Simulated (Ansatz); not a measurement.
A nudged elastic band was laid between two geometries of F3HSi + H (6 atoms, charge 0, multiplicity 2).

Level of theory: Ansatz 0.2.0, UKS PBE-D4/def2-SVP.

```yaml
movable_images: 7
climbing_image: yes
spring: 5.0 eV/Å²
optimiser: quadratic models (default)
start_path: through a guess of the saddle point
force_threshold: 0.05 eV/Å
iteration_limit: 60
end_points: relaxed
```

Image 0:

```xyz
6
Properties=species:S:1:pos:R:3
Si 0.000 0.000 -0.198
H 0.000 0.000 1.282
F 1.509 0.000 -0.772
F -0.754 1.307 -0.773
F -0.754 -1.307 -0.773
H 0.000 0.000 4.026
```

Image 8:

```xyz
6
Properties=species:S:1:pos:R:3
Si -0.001 -0.001 -0.338
H 0.000 0.000 2.561
F 1.519 0.000 -0.918
F -0.759 1.315 -0.920
F -0.759 -1.315 -0.925
H 0.001 0.002 3.332
```

**Question.** Which bonds break or form, and what moves?

**Answer.** Bonds broken: Si1–H2. Bonds formed: H2–H6. F3HSi + H becomes F3Si + H2.

**Question.** Give the energies along the band, and the barrier.

**Answer.** The forces met the threshold. The highest image is number 4 of 0 to 8, 0.085 eV above the first end and 0.328 eV above the last; the last end lies 0.243 eV below the first. A vibrational analysis at the climbing image gives one clearly imaginary mode, 664i cm⁻¹: a first-order saddle point.

| image | path coordinate (Å) | energy (eV) | Si1–H2 (Å) | H2–H6 (Å) |
| --- | --- | --- | --- | --- |
| 0 | 0.00 | 0.000 | 1.48 | 2.74 |
| 1 | 0.31 | 0.003 | 1.48 | 2.40 |
| 2 | 0.63 | 0.016 | 1.48 | 2.05 |
| 3 | 0.94 | 0.047 | 1.49 | 1.70 |
| 4 | 1.26 | 0.085 | 1.56 | 1.31 |
| 5 | 1.62 | -0.102 | 1.93 | 0.86 |
| 6 | 1.98 | -0.199 | 2.27 | 0.79 |
| 7 | 2.33 | -0.234 | 2.59 | 0.78 |
| 8 | 2.69 | -0.243 | 2.90 | 0.77 |

**Question.** What is the geometry of the highest image?

**Answer.** 
```xyz
6
Properties=species:S:1:pos:R:3
Si 0.000 0.000 0.017
H 0.000 0.000 1.572
F 1.511 0.000 -0.561
F -0.755 1.308 -0.561
F -0.755 -1.308 -0.561
H 0.000 0.000 2.884
```

**Question.** What are the harmonic wavenumbers there?

**Answer.** 664i, 167, 167, 279, 279, 379, 794, 878, 878, 985, 985, 1465 cm⁻¹.

Time of the run: 38 s on 2 threads of Intel(R) Xeon(R) Platinum 8559C (Emerald Rapids), with other jobs on the host, peak memory 0.15 GiB.
